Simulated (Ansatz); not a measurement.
NbO₄H₃. Total charge 0; singlet. Geometry PBE-D4/def2-SVP.

Cartesian coordinates in Å:
```
Nb 0.150 -0.187 -0.374
O 1.809 -0.367 -1.322
O -0.612 1.387 0.500
O 1.901 -0.826 0.052
O -0.534 0.469 1.685
H -1.488 0.308 1.868
H -0.196 0.737 -1.846
H -1.028 -1.521 -0.564
```

In the def2 sets Nb takes a core potential; there is no spin–orbit coupling. The structure holds 2 bonds between oxygen atoms, so isomers without such links may lie far lower. No other spin state of charge 0 was run. Another isomer (singlet) lies 4.71 eV lower at PBE0-D4/def2-TZVP; other spin states weren't run for this one.

(1) Estimate the orbital energies around the gap (eV) in Ansatz with HF/def2-TZVP, PBE-D4/def2-TZVP, BLYP-D4/def2-TZVP, r2SCAN-D4/def2-TZVP, PBE0-D4/def2-TZVP.

## Answers

(1) 
```json
{"orbital": "HOMO−9", "HF/def2-TZVP": "-17.85", "PBE-D4/def2-TZVP": "-11.89", "BLYP-D4/def2-TZVP": "-11.75", "r2SCAN-D4/def2-TZVP": "-12.38", "PBE0-D4/def2-TZVP": "-13.91"}
{"orbital": "HOMO−8", "HF/def2-TZVP": "-17.34", "PBE-D4/def2-TZVP": "-11.86", "BLYP-D4/def2-TZVP": "-11.69", "r2SCAN-D4/def2-TZVP": "-12.20", "PBE0-D4/def2-TZVP": "-13.29"}
{"orbital": "HOMO−7", "HF/def2-TZVP": "-17.12", "PBE-D4/def2-TZVP": "-11.05", "BLYP-D4/def2-TZVP": "-10.91", "r2SCAN-D4/def2-TZVP": "-11.44", "PBE0-D4/def2-TZVP": "-12.78"}
{"orbital": "HOMO−6", "HF/def2-TZVP": "-16.43", "PBE-D4/def2-TZVP": "-10.71", "BLYP-D4/def2-TZVP": "-10.59", "r2SCAN-D4/def2-TZVP": "-11.14", "PBE0-D4/def2-TZVP": "-12.52"}
{"orbital": "HOMO−5", "HF/def2-TZVP": "-15.48", "PBE-D4/def2-TZVP": "-9.09", "BLYP-D4/def2-TZVP": "-9.02", "r2SCAN-D4/def2-TZVP": "-9.52", "PBE0-D4/def2-TZVP": "-10.86"}
{"orbital": "HOMO−4", "HF/def2-TZVP": "-14.79", "PBE-D4/def2-TZVP": "-8.46", "BLYP-D4/def2-TZVP": "-8.37", "r2SCAN-D4/def2-TZVP": "-8.84", "PBE0-D4/def2-TZVP": "-10.15"}
{"orbital": "HOMO−3", "HF/def2-TZVP": "-13.61", "PBE-D4/def2-TZVP": "-8.20", "BLYP-D4/def2-TZVP": "-8.13", "r2SCAN-D4/def2-TZVP": "-8.58", "PBE0-D4/def2-TZVP": "-9.78"}
{"orbital": "HOMO−2", "HF/def2-TZVP": "-13.42", "PBE-D4/def2-TZVP": "-7.82", "BLYP-D4/def2-TZVP": "-7.77", "r2SCAN-D4/def2-TZVP": "-8.24", "PBE0-D4/def2-TZVP": "-9.46"}
{"orbital": "HOMO−1", "HF/def2-TZVP": "-12.50", "PBE-D4/def2-TZVP": "-7.44", "BLYP-D4/def2-TZVP": "-7.37", "r2SCAN-D4/def2-TZVP": "-7.79", "PBE0-D4/def2-TZVP": "-8.89"}
{"orbital": "HOMO", "HF/def2-TZVP": "-11.94", "PBE-D4/def2-TZVP": "-6.66", "BLYP-D4/def2-TZVP": "-6.59", "r2SCAN-D4/def2-TZVP": "-6.91", "PBE0-D4/def2-TZVP": "-8.08"}
{"orbital": "LUMO", "HF/def2-TZVP": "0.30", "PBE-D4/def2-TZVP": "-3.99", "BLYP-D4/def2-TZVP": "-3.92", "r2SCAN-D4/def2-TZVP": "-3.94", "PBE0-D4/def2-TZVP": "-3.21"}
{"orbital": "LUMO+1", "HF/def2-TZVP": "1.02", "PBE-D4/def2-TZVP": "-3.24", "BLYP-D4/def2-TZVP": "-3.19", "r2SCAN-D4/def2-TZVP": "-2.98", "PBE0-D4/def2-TZVP": "-2.07"}
{"orbital": "LUMO+2", "HF/def2-TZVP": "1.28", "PBE-D4/def2-TZVP": "-2.76", "BLYP-D4/def2-TZVP": "-2.72", "r2SCAN-D4/def2-TZVP": "-2.65", "PBE0-D4/def2-TZVP": "-1.88"}
{"orbital": "LUMO+3", "HF/def2-TZVP": "1.91", "PBE-D4/def2-TZVP": "-2.08", "BLYP-D4/def2-TZVP": "-2.04", "r2SCAN-D4/def2-TZVP": "-1.86", "PBE0-D4/def2-TZVP": "-1.01"}
{"orbital": "LUMO+4", "HF/def2-TZVP": "2.22", "PBE-D4/def2-TZVP": "-1.59", "BLYP-D4/def2-TZVP": "-1.56", "r2SCAN-D4/def2-TZVP": "-1.45", "PBE0-D4/def2-TZVP": "-0.80"}
{"orbital": "LUMO+5", "HF/def2-TZVP": "2.67", "PBE-D4/def2-TZVP": "-1.12", "BLYP-D4/def2-TZVP": "-1.08", "r2SCAN-D4/def2-TZVP": "-0.78", "PBE0-D4/def2-TZVP": "-0.19"}
```
